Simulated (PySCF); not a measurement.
Be(SeH)(GeH3) (BeGeH₄Se), SMILES [GeH3][Be][SeH]. Heavy atoms are numbered as in [Be:1]([SeH:2])[GeH3:4]. Hydrogens are named by the atom that carries them.

Geometry: B3LYP-D3(BJ)/def2-SVP. The structure was generated by enumeration; whether it is a known compound was not checked. Other conformers were not sampled.

All values below come from PBE/pcSseg-1 in PySCF.

GIAO shieldings, no solvent; atoms alike by connectivity are averaged. δ = σ(ref) − σ: ⁷⁷Se against Me2Se (σ = 1634.8 ppm); ¹H against TMS (σ = 31.49 ppm); ⁷³Ge against GeH4 (σ = 1614.4 ppm), references at their B3LYP-D3(BJ)/def2-TZVP geometries, non-relativistic.

| atoms | nucleus | count | δ (ppm) |
|---|---|---|---|
| Se2 (SeH) | ⁷⁷Se | 1 | -344.9 |
| H on Ge4 | ¹H | 3 | … |
| H on Se2 | ¹H | 1 | 1.24 |
| Ge4 (GeH3) | ⁷³Ge | 1 | … |

Q: Complete the blanks. (The exact figures need the calculation; the answer reports its results.)

A: 
- Ge4 (GeH3), δ (ppm): -112.2
- H on Ge4, δ (ppm): 3.37
